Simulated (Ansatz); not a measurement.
`F/C=C/C(F)=C\F` + H₂ → `C=C/C(F)=C\F` + H–F at 400 K and 1 bar (hydrogenolysis of a C–F bond).

Gas-phase electronic energies from Ansatz, PBE0-D4/def2-TZVP geometries. CBS: MP2 limit from def2 TZ/QZ plus the TZ coupled-cluster correction, frozen cores. This one scheme is used for every species. Double bonds are as drawn, so ΔE can hold a change between cis and trans. One conformer a species, not always the lowest.

| species | CCSD(T)/CBS energy (Eh) | H − E (kJ/mol) | S (J/(mol·K)) |
| --- | --- | --- | --- |
| `F/C=C/C(F)=C\F` | -453.31638 | 197.2 | 375.7 |
| H₂ | -1.17544 | 38.0 | 139.0 |
| `C=C/C(F)=C\F` | -354.13633 | 213.8 | 351.4 |
| H–F | -100.39570 | 36.5 | 182.2 |

H − E and S are ideal-gas, rigid-rotor, harmonic terms from PBE0-D4/def2-TZVP, for one conformer and one mirror image of each species. The MP2-based limit puts H₂ 0.8 mEh under its directly extrapolated value; such offsets cancel only in part. 1 Eh = 2625.50 kJ/mol, R = 8.31446 J/(mol·K).

Question: By hand: ΔE, ΔH, ΔS and ΔG.

Answer: ΔE = (-354.13633) + (-100.39570) − (-453.31638) − (-1.17544) = -0.04021 Eh = -105.6 kJ/mol. Δ(H − E) = 213.8 + 36.5 − 197.2 − 38.0 = 15.1, so ΔH = -90.5 kJ/mol. ΔS = 351.4 + 182.2 − 375.7 − 139.0 = 18.9 J/(mol·K). ΔG = -90.5 − 400 × (18.9)/1000 = -98.1 kJ/mol.

Question: By hand: the equilibrium constant, and the temperature at which ΔG would vanish if ΔH and ΔS stayed fixed.

Answer: log₁₀ K = −ΔG/(RT ln 10) = 12.8. ΔH and −TΔS have one sign here, so there is no such temperature.

ΔH outweighs TΔS. A doubt of 5 kJ/mol in ΔE shifts log₁₀ K by 0.7 here. Other conformers and mirror images would add mixing entropy, several J/(mol·K) or more a flexible species. These are equilibria of isolated gas molecules and say nothing of rates. Largest T1 diagnostic: 0.013 (customary marks: 0.02 for closed shells, 0.045 for open ones).
